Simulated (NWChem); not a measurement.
System: Si$_{2}$H$_{4}$OCl$_{2}$; SMILES O[Si]([SiH3])(Cl)Cl

Here is an NWChem input.

```
start job
memory heap 200 mb stack 900 mb global 1100 mb
geometry units angstroms noautosym nocenter noautoz
  O     -0.001104     0.001323     1.983962
  Si     0.001099    -0.006142     0.318927
  Si     0.001824    -2.216481    -0.429463
  Cl    -1.671767     1.000688    -0.414930
  Cl     1.676176     1.000555    -0.410103
  H      0.000844     0.877346     2.412640
  H     -1.231368    -2.919658     0.062676
  H      0.005716    -2.189577    -1.931339
  H      1.231794    -2.920950     0.068896
end
basis spherical
  O library sto-3g
  Si library sto-3g
  Cl library sto-3g
  H library sto-3g
end
dft
  xc b3lyp
  iterations 150
end
property
  response 1 0.0773
end
task dft property
```

STO-3G and 3-21G are far too small for this property and stand as cheap habits. Geometry: optimised at PBE-D3(BJ)/def2-SVP.

Field at 589 nm.

What results follow from this input? (B3LYP/STO-3G.) Quantities: isotropic polarisability (bohr³); anisotropy (bohr³).

The isotropic polarisability (bohr³) is 37.2 and the anisotropy (bohr³) comes out as 8.7.
